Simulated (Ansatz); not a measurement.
Geometry optimisation, RKS PBE0-D4/def2-SVP in Ansatz 0.2.0.

input.yaml

```yaml
crystal:
  periodic: [false, false, false]
  atoms:
    - { symbol: O, position_ang: [-2.0913, -0.6419, -0.5385] }
    - { symbol: C, position_ang: [-0.9968, -0.3125, -0.2767] }
    - { symbol: Si, position_ang: [0.3554, -1.1297, 0.4871] }
    - { symbol: O, position_ang: [1.3855, 0.2659, 0.2721] }
    - { symbol: Si, position_ang: [0.0815, 1.0866, -0.5149] }
    - { symbol: Br, position_ang: [-0.4573, 2.8729, 0.7038] }
    - { symbol: H, position_ang: [1.0212, -2.2511, -0.2554] }
    - { symbol: H, position_ang: [0.3004, -1.3957, 1.9461] }
    - { symbol: H, position_ang: [0.4899, 1.4592, -1.8407] }
basis:
  gaussian: { orbitals: def2-SVP }
hamiltonian:
  xc: pbe0
  dispersion: d4
relax:
  f_tol: 0.02
  max_steps: 50
```

Run as:

```bash
$ ansatz run input.yaml --threads 2 --pin off --max-ram 3072MiB --backend cpu --events-out ev --progress --plain --runs-dir out
```

Task: Where does it end, and by what steps?

Result: The run converged. After 7 steps the energy has fallen by 1.114 eV; H9 moved furthest, 0.25 Å.

| step | energy less start (eV) | largest force component (eV/Å) | accepted |
| --- | --- | --- | --- |
| 0 | 0.0000 | 5.056 | yes |
| 1 | -0.7919 | 2.692 | yes |
| 2 | -1.0225 | 1.678 | yes |
| 3 | -1.0782 | 0.785 | yes |
| 4 | -1.1122 | 0.122 | yes |
| 5 | -1.1138 | 0.039 | yes |
| 6 | -1.1140 | 0.021 | yes |
| 7 | -1.1141 | 0.006 | yes |

```xyz
9
Properties=species:S:1:pos:R:3
O -2.218 -0.649 -0.598
C -1.095 -0.368 -0.321
Si 0.464 -1.216 0.562
O 1.280 0.219 0.169
Si 0.113 1.188 -0.555
Br -0.441 2.919 0.712
H 1.054 -2.394 -0.134
H 0.387 -1.442 2.031
H 0.544 1.697 -1.883
```

Whether the end is a true minimum wasn't checked by a vibrational analysis.

The run took 34 s on 2 threads of Intel(R) Xeon(R) Platinum 8488C (Sapphire Rapids), on a shared host, peak memory 0.36 GiB.
